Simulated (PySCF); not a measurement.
**Radial density of C+ (carbon, charge +1)**

UHF, [He] 2s2 3s1, 2S determinant (an excited configuration). Calculation: PySCF 2.14, in aug-cc-pVTZ; the non-relativistic Hamiltonian (point nucleus).

| r (bohr) | 4πr²ρ (e/bohr) | 4πr²(ρα − ρβ) |
| --- | --- | --- |
| 0.00499 | 0.03829 | 0.0001 |
| 0.00839 | 0.1044 | 0.0004 |
| 0.0141 | 0.2750 | 0.0010 |
| 0.0238 | 0.6946 | 0.0027 |
| 0.0399 | 1.618 | 0.0062 |
| 0.0672 | 3.317 | 0.0126 |
| 0.113 | 5.459 | 0.0197 |
| 0.190 | 6.260 | 0.0176 |
| 0.320 | 3.943 | 0.0015 |
| 0.538 | 1.278 | 0.0208 |
| 0.905 | 1.515 | 0.0818 |
| 1.52 | 1.226 | 0.0044 |
| 2.56 | 0.3063 | 0.1207 |
| 4.31 | 0.2769 | 0.2746 |
| 7.24 | 0.04440 | 0.0444 |
| 12.2 | 2.718e-05 | 0.0000 |

The outer electron is Rydberg-like, and this basis confines it to a smaller radius and binds it less than a complete one would.
